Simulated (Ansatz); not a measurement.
`[CH3][Al]1[CH]=[CH]1` at its PBE0-D4/def2-TZVP geometry, where that method's forces vanish. The species carries charge 0 and has multiplicity 1.

```xyz
9

C     0.1455    1.8443    0.4593
Al   -0.0140   -0.0300   -0.0102
C    -0.2629   -1.8520    0.2311
C    -0.0198   -1.5447   -1.0804
H    -0.4805    2.0934    1.3188
H     1.1808    2.0775    0.7240
H    -0.1371    2.4895   -0.3753
H    -0.4442   -2.8401    0.6521
H     0.0322   -2.2377   -1.9193
```

(1) What forces (eV/Å) does B3LYP-D4/def2-TZVPP give on these atoms in Ansatz 0.2.0? (Best estimate.)

## Answers

(1) Computed: 
```
C1   0.007  0.087  0.022
Al2 -0.001  0.003  0.000
C3  -0.027 -0.109  0.097
C4   0.016 -0.054 -0.138
H5   0.033  0.001 -0.042
H6  -0.049  0.001 -0.010
H7   0.015 -0.020  0.047
H8   0.011  0.056 -0.031
H9  -0.004  0.036  0.054
```

B3LYP here is the variant with VWN-RPA as its local correlation; programs differ in this.
